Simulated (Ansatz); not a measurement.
MgH+, closed-shell singlet (lowest of 2S+1 = 1, 3 at CCSD(T)/def2-TZVPP on PBE0 minima; our sources give no spin for the ground state, which may be another), most abundant isotopes (1.0078 and 23.9850 u). Constants from fifth-degree fits in 1/R to seven points on the lowest solution found; no spin–orbit coupling, no relativity up to Kr; ω_e x_e and α_e move by some per cent with the fit.

Correlated levels freeze the inner cores; with def2 sets outer-core shells near the valence are correlated too.

Programs: Ansatz (a program for electronic structure) with Gaussian orbitals. Each number belongs to the level named beside it.

```json
[
 {"level": "PBE/def2-TZVPP", "r_e (Å)": "1.6726", "ω_e (cm⁻¹)": "1642.7", "ω_e x_e (cm⁻¹)": "25.2", "α_e (cm⁻¹)": "0.155"},
 {"level": "CCSD(T)/def2-QZVPP", "r_e (Å)": "1.6482", "ω_e (cm⁻¹)": "1731.0", "ω_e x_e (cm⁻¹)": "37.0", "α_e (cm⁻¹)": "0.181"}
]
```

Problem. Derive the rotational constants, the centrifugal constant, the fundamental, the zero-point energy and the force constant.

Solution. 
μ = 0.96718 u.
- PBE/def2-TZVPP: B_e = 16.8576/(μ r_e²) = 6.2305 cm⁻¹; B₀ = B_e − α_e/2 = 6.1530 cm⁻¹; D = 4B_e³/ω_e² = 3.59e-04 cm⁻¹; fundamental ω_e − 2ω_e x_e = 1592 cm⁻¹; zero-point energy ω_e/2 − ω_e x_e/4 = 815 cm⁻¹; k = μ(2πcω_e)² = 154 N/m; the line J = 1 ← 0 at 2B₀ = 368.9 GHz
- CCSD(T)/def2-QZVPP: B_e = 16.8576/(μ r_e²) = 6.4162 cm⁻¹; B₀ = B_e − α_e/2 = 6.3259 cm⁻¹; D = 4B_e³/ω_e² = 3.53e-04 cm⁻¹; fundamental ω_e − 2ω_e x_e = 1657 cm⁻¹; zero-point energy ω_e/2 − ω_e x_e/4 = 856 cm⁻¹; k = μ(2πcω_e)² = 171 N/m; the line J = 1 ← 0 at 2B₀ = 379.3 GHz
